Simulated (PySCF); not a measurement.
Record of a relaxation.

ZrCl4 (singlet state).
Bonds: Zr1–Cl2, Zr1–Cl3, Zr1–Cl4, Zr1–Cl5.

Method: PBE0-D3(BJ)/def2-SVP geometry optimisation, gas phase, def2 core potentials past Kr (PySCF); density fitting, grid level 1; the optimiser is geomeTRIC in internal coordinates, started from a GFN2-xTB structure with every atom displaced at random (about 0.03 Å). The frame can shift and turn from step to step; on so coarse a grid that alone can change the energy by a few meV, and forces under 0.02 eV/Å are noise.

Step 0: E = -51347.2816 eV, largest atomic force 4.038 eV/Å
```
atom  x, y, z in Å  |  force x, y, z in eV/Å
Zr1     0.061   -0.077    0.012   -3.012   0.941   0.089
Cl2    -0.007   -0.028    2.245    0.069  -0.025   2.003
Cl3     2.059    0.003   -0.786    3.805  -0.011  -1.353
Cl4    -0.970    1.847   -0.744   -0.202   0.350  -0.168
Cl5    -1.068   -1.856   -0.789   -0.660  -1.255  -0.572
```

Step 1: E = -51347.7160 eV, largest atomic force 0.495 eV/Å
```
atom  x, y, z in Å  |  force x, y, z in eV/Å
Zr1     0.016   -0.044    0.004   -0.014   0.052  -0.005
Cl2    -0.022   -0.028    2.356    0.033  -0.033  -0.474
Cl3     2.215   -0.021   -0.805   -0.436  -0.059   0.227
Cl4    -1.017    1.906   -0.779    0.154  -0.336   0.108
Cl5    -1.117   -1.924   -0.838    0.262   0.377   0.144
```

Step 2: E = -51347.7413 eV, largest atomic force 0.185 eV/Å
```
atom  x, y, z in Å  |  force x, y, z in eV/Å
Zr1     0.009   -0.036    0.003    0.112  -0.011   0.013
Cl2    -0.029   -0.034    2.333    0.011  -0.025  -0.084
Cl3     2.202   -0.032   -0.775   -0.152  -0.031   0.100
Cl4    -1.012    1.892   -0.782   -0.026   0.013  -0.030
Cl5    -1.096   -1.900   -0.841    0.056   0.054   0.001
```

Step 3: E = -51347.7433 eV, largest atomic force 0.048 eV/Å
```
atom  x, y, z in Å  |  force x, y, z in eV/Å
Zr1     0.007   -0.029    0.003    0.009   0.046  -0.010
Cl2    -0.039   -0.045    2.326   -0.004  -0.021   0.038
Cl3     2.200   -0.040   -0.743    0.008  -0.011   0.024
Cl4    -1.015    1.895   -0.794   -0.016   0.008  -0.023
Cl5    -1.078   -1.891   -0.855    0.004  -0.021  -0.029
```

Step 4: E = -51347.7436 eV, largest atomic force 0.068 eV/Å
```
atom  x, y, z in Å  |  force x, y, z in eV/Å
Zr1     0.004   -0.022    0.004   -0.035   0.027   0.003
Cl2    -0.055   -0.058    2.326   -0.018  -0.015   0.045
Cl3     2.204   -0.041   -0.711    0.067   0.004  -0.011
Cl4    -1.019    1.897   -0.807   -0.007   0.000  -0.015
Cl5    -1.059   -1.886   -0.875   -0.006  -0.016  -0.023
```

Step 5: E = -51347.7439 eV, largest atomic force 0.049 eV/Å
```
atom  x, y, z in Å  |  force x, y, z in eV/Å
Zr1     0.004   -0.018    0.006   -0.022   0.006   0.011
Cl2    -0.069   -0.068    2.329   -0.023  -0.010   0.016
Cl3     2.210   -0.039   -0.694    0.047   0.010  -0.010
Cl4    -1.021    1.897   -0.814    0.001  -0.007  -0.007
Cl5    -1.048   -1.882   -0.888   -0.002   0.002  -0.010
```

Step 6: E = -51347.7442 eV, largest atomic force 0.027 eV/Å
```
atom  x, y, z in Å  |  force x, y, z in eV/Å
Zr1     0.006   -0.016    0.008    0.006  -0.011   0.011
Cl2    -0.087   -0.079    2.331   -0.024  -0.004  -0.011
Cl3     2.218   -0.033   -0.680    0.009   0.012   0.001
Cl4    -1.022    1.894   -0.822    0.006  -0.009   0.000
Cl5    -1.039   -1.876   -0.900    0.003   0.013   0.000
```

Step 7: E = -51347.7444 eV, largest atomic force 0.029 eV/Å
```
atom  x, y, z in Å  |  force x, y, z in eV/Å
Zr1     0.009   -0.014    0.010    0.020  -0.017   0.004
Cl2    -0.108   -0.090    2.333   -0.021   0.000  -0.020
Cl3     2.226   -0.026   -0.666   -0.011   0.010   0.008
Cl4    -1.021    1.890   -0.829    0.007  -0.005   0.003
Cl5    -1.031   -1.870   -0.910    0.005   0.013   0.004
```

Step 8: E = -51347.7445 eV, largest atomic force 0.022 eV/Å
```
atom  x, y, z in Å  |  force x, y, z in eV/Å
Zr1     0.012   -0.014    0.011    0.018  -0.012  -0.003
Cl2    -0.131   -0.098    2.332   -0.015   0.002  -0.015
Cl3     2.234   -0.019   -0.653   -0.013   0.005   0.011
Cl4    -1.017    1.886   -0.835    0.006   0.000   0.004
Cl5    -1.024   -1.866   -0.918    0.004   0.005   0.003
```

**Question.** Summarise the path.

**Answer.** The energy falls by 0.4630 eV from step 0 to step 8; nine tenths of that is first reached at step 1. It falls at every step. The largest force goes from 4.038 to 0.022 eV/Å. Among the bonds Zr1–Cl3 changes most, from 2.153 to 2.319 Å; the atoms move by 0.099 Å rms after alignment.

What follows is the cost of the whole optimisation. On an Arm Neoverse N1 with one thread, shared host, this took 88 s wall and 0.40 GiB of memory at its peak.
